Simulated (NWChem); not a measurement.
System: C4H8S2; SMILES C1CSCSC1

NWChem input:

```
start job
memory heap 200 mb stack 900 mb global 1100 mb
geometry units angstroms noautoz
  C     -1.681037    -0.302692     0.000000
  C     -1.068322     0.258085     1.276409
  S      0.673550    -0.191059     1.528586
  C      1.348899     0.503296     0.000000
  S      0.673550    -0.191059    -1.528586
  C     -1.068322     0.258085    -1.276409
  H     -1.589046    -1.400978     0.000000
  H     -2.759387    -0.062410     0.000000
  H     -1.165207     1.357913     1.305368
  H     -1.590445    -0.134556     2.161925
  H      1.230830     1.599997     0.000000
  H      2.425520     0.279334     0.000000
  H     -1.590445    -0.134556    -2.161925
  H     -1.165207     1.357913    -1.305368
end
basis spherical
  * library 6-31g*
end
dft
  xc b3lyp
  iterations 150
  mulliken
end
task dft energy
```

Output (shortened):

```
             Northwest Computational Chemistry Package (NWChem) 7.3.0
             --------------------------------------------------------

 CS  symmetry detected

                             Geometry "geometry" -> ""
                             -------------------------

 Output coordinates in angstroms (scale by  1.889725989 to convert to a.u.)

  No.       Tag          Charge          X              Y              Z
 ---- ---------------- ---------- -------------- -------------- --------------
    1 C                    6.0000    -1.69394768    -0.29419771     0.00000000
    2 C                    6.0000    -1.07304824     0.25750365    -1.27640900
    3 S                   16.0000     0.66202692    -0.21722005    -1.52858600
    4 C                    6.0000     1.34751892     0.46712331     0.00000000
    5 S                   16.0000     0.66202692    -0.21722005     1.52858600
    6 C                    6.0000    -1.07304824     0.25750365     1.27640900
    7 H                    1.0000    -1.61812582    -1.39371830     0.00000000
    8 H                    1.0000    -2.76864567    -0.03807586     0.00000000
    9 H                    1.0000    -1.15374088     1.35863808    -1.30536800
   10 H                    1.0000    -1.60089169    -0.12741280    -2.16192500
   11 H                    1.0000     1.24559857     1.56544276     0.00000000
   12 H                    1.0000     2.42072821     0.22734513     0.00000000
   13 H                    1.0000    -1.60089169    -0.12741280     2.16192500
   14 H                    1.0000    -1.15374088     1.35863808     1.30536800

 Effective nuclear repulsion energy (a.u.)     377.4583804923

      Symmetry information
      --------------------

 Group name             Cs
 Group number              2
 Group order               2
 No. of unique centers    10

                                 NWChem DFT Module
                                 -----------------

 Summary of "ao basis" -> "ao basis" (spherical)
 ------------------------------------------------------------------------------
       Tag                 Description            Shells   Functions and Types
 ---------------- ------------------------------  ------  ---------------------
 C                           6-31g*                  6       14   3s2p1d
 S                           6-31g*                  8       18   4s3p1d
 H                           6-31g*                  2        2   2s

      Symmetry analysis of basis
      --------------------------

        a'         64
        a"         44

            General Information
            -------------------
          SCF calculation type: DFT
          Wavefunction type:  closed shell.
          No. of atoms     :    14
          No. of electrons :    64
           Alpha electrons :    32
            Beta electrons :    32
          Charge           :     0
          Spin multiplicity:     1
          Use of symmetry is: on ; symmetry adaption is: on
          Maximum number of iterations: 150
          AO basis - number of functions:   108
                     number of shells:    56
          Convergence on energy requested:  1.00D-06
          Convergence on density requested:  1.00D-05
          Convergence on gradient requested:  5.00D-04

              XC Information
              --------------
                         B3LYP Method XC Potential
                     Hartree-Fock (Exact) Exchange  0.200
                        Slater Exchange Functional  0.800 local
                    Becke 1988 Exchange Functional  0.720 non-local
              Lee-Yang-Parr Correlation Functional  0.810
                  VWN I RPA Correlation Functional  0.190 local

             Grid Information
             ----------------
          Grid used for XC integration:  medium
          Radial quadrature: Mura-Knowles
          Angular quadrature: Lebedev.
          Tag              B.-S. Rad. Rad. Pts. Rad. Cut. Ang. Pts.
          ---              ---------- --------- --------- ---------
          C                   0.70       49          10.0       434
          S                   1.00       88          11.0       590
          H                   0.35       45          12.0       434
          Grid pruning is: on
          Number of quadrature shells:   505
          Spatial weights used:  Erf1

      Superposition of Atomic Density Guess
      -------------------------------------

 Sum of atomic energies:        -949.53823881

      Non-variational initial energy
      ------------------------------

 Total energy =    -953.009550
 1-e energy   =   -2056.672576
 2-e energy   =     726.204645
 HOMO         =      -0.248142
 LUMO         =       0.044860

      Symmetry analysis of molecular orbitals - initial
      -------------------------------------------------

  Numbering of irreducible representations:

     1 a'          2 a"

  Orbital symmetries:

     1 a"          2 a'          3 a'          4 a"          5 a'
     6 a'          7 a'          8 a"          9 a'         10 a"
    11 a'         12 a"         13 a'         14 a"         15 a'
    16 a'         17 a"         18 a'         19 a"         20 a'
    21 a'         22 a'         23 a"         24 a'         25 a"
    26 a'         27 a"         28 a'         29 a"         30 a'
    31 a'         32 a"         33 a'         34 a"         35 a'
    36 a'         37 a"         38 a'         39 a'         40 a"
    41 a'         42 a'

     ---------------------------------------------
      Total Density - Mulliken Population Analysis
     ---------------------------------------------

    Atom       Charge   Shell Charges
 -----------   ------   -------------------------------------------------------
    1 C    6     6.42   2.00  0.71  1.96  0.62  1.09  0.04
    2 C    6     6.43   2.00  0.70  1.86  0.67  1.16  0.04
    3 S   16    16.04   2.00  2.00  5.98  1.33  3.00  0.49  1.20  0.05
    4 C    6     6.45   2.00  0.68  1.77  0.72  1.24  0.04
    5 S   16    16.04   2.00  2.00  5.98  1.33  3.00  0.49  1.20  0.05
    6 C    6     6.43   2.00  0.70  1.86  0.67  1.16  0.04
    7 H    1     0.78   0.47  0.31
    8 H    1     0.77   0.46  0.31
    9 H    1     0.78   0.47  0.31
   10 H    1     0.77   0.47  0.30
   11 H    1     0.77   0.47  0.31
   12 H    1     0.76   0.46  0.30
   13 H    1     0.77   0.47  0.30
   14 H    1     0.78   0.47  0.31

   convergence    iter        energy       DeltaE   RMS-Dens  Diis-err
 ---------------- ----- ----------------- --------- --------- ---------
 d= 0,ls=0.0,diis     1   -953.5373244734 -1.33D+03  9.28D-03  6.13D-01
 d= 0,ls=0.0,diis     2   -953.5493827835 -1.21D-02  6.11D-03  4.80D-01
 d= 0,ls=0.0,diis     3   -953.6034257901 -5.40D-02  1.75D-03  6.65D-02
 d= 0,ls=0.0,diis     4   -953.6120592793 -8.63D-03  3.50D-04  1.03D-03
 d= 0,ls=0.0,diis     5   -953.6121791110 -1.20D-04  9.94D-05  1.70D-04
  Resetting Diis
 d= 0,ls=0.0,diis     6   -953.6122007583 -2.16D-05  3.01D-05  8.21D-06
 d= 0,ls=0.0,diis     7   -953.6122017328 -9.75D-07  1.91D-05  1.11D-06
 d= 0,ls=0.0,diis     8   -953.6122016136  1.19D-07  1.09D-05  1.97D-06
 d= 0,ls=0.0,diis     9   -953.6122018781 -2.65D-07  1.04D-06  1.42D-08

         Total DFT energy =     -953.612201878104
      One electron energy =    -2061.548229424867
           Coulomb energy =      806.670189644695
    Exchange-Corr. energy =      -76.192542590223
 Nuclear repulsion energy =      377.458380492291

 Numeric. integr. density =       64.000076716595

                  Occupations of the irreducible representations
                  ----------------------------------------------

                     irrep           alpha         beta
                     --------     --------     --------
                     a'               19.0         19.0
                     a"               13.0         13.0

                       DFT Final Molecular Orbital Analysis
                       ------------------------------------

 Vector   30  Occ=2.000000D+00  E=-3.088859D-01  Symmetry=a"
              MO Center=  4.1D-01, -1.6D-01, -2.2D-13, r^2= 4.6D+00
   Bfn.  Coefficient  Atom+Function         Bfn.  Coefficient  Atom+Function
  ----- ------------  ---------------      ----- ------------  ---------------
    37      0.265525   3 S  pz               69      0.265525   5 S  pz
    36      0.257532   3 S  py               68     -0.257532   5 S  py
    51     -0.246688   4 C  pz               38     -0.215199   3 S  s
    70      0.215199   5 S  s                55     -0.162006   4 C  pz
    34     -0.156004   3 S  s                66      0.156004   5 S  s

 Vector   31  Occ=2.000000D+00  E=-2.320761D-01  Symmetry=a'
              MO Center=  5.4D-01, -1.4D-01,  3.2D-14, r^2= 4.0D+00
   Bfn.  Coefficient  Atom+Function         Bfn.  Coefficient  Atom+Function
  ----- ------------  ---------------      ----- ------------  ---------------
    36      0.444985   3 S  py               68      0.444985   5 S  py
    40      0.264852   3 S  py               72      0.264852   5 S  py
   102     -0.203269  11 H  s                32     -0.168391   3 S  py
    64     -0.168391   5 S  py                6      0.139314   1 C  s
    98     -0.126404   9 H  s               108     -0.126404  14 H  s

 Vector   32  Occ=2.000000D+00  E=-2.164463D-01  Symmetry=a"
              MO Center=  5.4D-01, -1.3D-01, -3.2D-14, r^2= 4.2D+00
   Bfn.  Coefficient  Atom+Function         Bfn.  Coefficient  Atom+Function
  ----- ------------  ---------------      ----- ------------  ---------------
    36      0.377409   3 S  py               68     -0.377409   5 S  py
    37     -0.339028   3 S  pz               69     -0.339028   5 S  pz
    40      0.249993   3 S  py               72     -0.249993   5 S  py
    41     -0.190903   3 S  pz               73     -0.190903   5 S  pz
    32     -0.143084   3 S  py               64      0.143084   5 S  py

[...]
```

Level: B3LYP/6-31G* (spherical d). All runs use the structure optimised with PBE0/def2-SVP. B3LYP is NWChem's, with the RPA form of VWN correlation.
